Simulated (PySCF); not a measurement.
B(H)(Br)(OH) (BBrH2O), SMILES OBBr. The structure is a stationary point at B3LYP-D3(BJ)/def2-TZVP. Other conformers were not sampled.

TDDFT-ωB97X/def2-SVPD (PySCF 2.14.0) puts the lowest singlet excitations at 6.68, 7.41, 7.51, 8.15, 8.36, 8.37 eV.

### Question
What are the lowest excitation roots from PySCF with ADC(2)/aug-cc-pVDZ? (The exact figures need the calculation; the answer reports its results.)

### Answer
6.71, 7.22, 7.60, 7.67, 7.85, 8.26 eV. S1 differs by 0.03 eV (second minus first; roots are paired by order, and the bases may differ).
